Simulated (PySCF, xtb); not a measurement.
Zr(Me)2(H)2 (C₂H₈Zr), SMILES [CH3][ZrH2][CH3], multiplicity 1.

Harmonic wavenumbers (cm⁻¹) from GFN2-xTB (xtb 6.7.1) at its own minimum, in rising order: 68, 89, 120, 322, 403, 413, 413, 425, 454, 460, 473, 478, 522, 1171, 1180, 1198, 1249, 1467, 1469, 1473, 1476, 2782, 2790, 2859, 2862, 2864, 2870.

Question: What does PBE-D3(BJ)/def2-SVP in PySCF give at its own minimum? (Estimate from the structure and the level; the computed values follow.)

Answer: 111, 112, 126, 215, 260, 285, 417, 460, 461, 530, 540, 562, 609, 1088, 1089, 1331, 1335, 1335, 1335, 1603, 1629, 2916, 2917, 3012, 3013, 3046, 3050. Paired by order, the mean absolute difference is 99 cm⁻¹ and the zero-point energies are 46.2 and 47.7 kcal/mol.
